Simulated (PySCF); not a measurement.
## How methods differ on the excitation energy of Au⁺

Au⁺ [Xe] 4f14 5d10 (1S) → Au⁺ [Xe] 4f14 5d9 6s1 (3D), as a difference of total energies. All numbers are calculated (PySCF 2.14, a scalar-relativistic core potential, in aug-cc-pVTZ-PP with ECP60MDF). Correlated levels: valence: 5s2 5p6 frozen. The calculations carry no spin-orbit coupling.

| method | excitation energy (eV) |
| --- | --- |
| UHF | 2.074 |
| LDA | 2.197 |
| PBE | 2.165 |
| PBE0 | 2.270 |
| r2SCAN | 2.008 |
| TPSSh | 2.153 |
| PW91 | 2.153 |
| B97-3 | 2.463 |
| BP86 | 2.139 |
| MP2 (valence) | 2.634 |
| SCS-MP2 (valence) | 2.715 |

Q: How much does correlation contribute at MP2 (valence)?

A: 2.634 − (2.074) = 0.560 eV, measured against UHF.
